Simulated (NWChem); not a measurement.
Lowest excitation of BF₂ (+1)

```
B
F 1 1.2292
F 1 1.2292 2 180.00
```
Charge +1, spin multiplicity 1.

All runs are NWChem calculations. All single points use one geometry, from B3LYP/def2-SVP, a minimum by its harmonic frequencies.

Basis set: aug-cc-pVDZ.

| method | lowest vertical singlet excitation energy (eV) | relative cost | difference from EOM-CCSD |
|---|---|---|---|
| EOM-CCSD | 12.43 | 50 | 0.00 |
| TD-B3LYP | 11.68 | under 3 | -0.75 |
| CIS | 14.09 | 1 | +1.66 |
| TDA-CAM-B3LYP | 11.84 | under 3 | -0.60 |

The values span 2.41 eV, from TD-B3LYP (lowest) to CIS (highest). The cost column gives rough processor time relative to CIS; each entry includes its own SCF.

The correlated methods keep 3 core orbitals frozen. B3LYP has NWChem's definition, with VWN1-RPA local correlation. GW and range-separated runs recompute their integrals, the others keep them in memory, which bears on the times. The spin multiplicity of the parent species was assumed, not shown to be that of its ground state. The structure started from a generated list of species. No row is a measurement; the coupled-cluster row has its own basis-set and correlation limits.
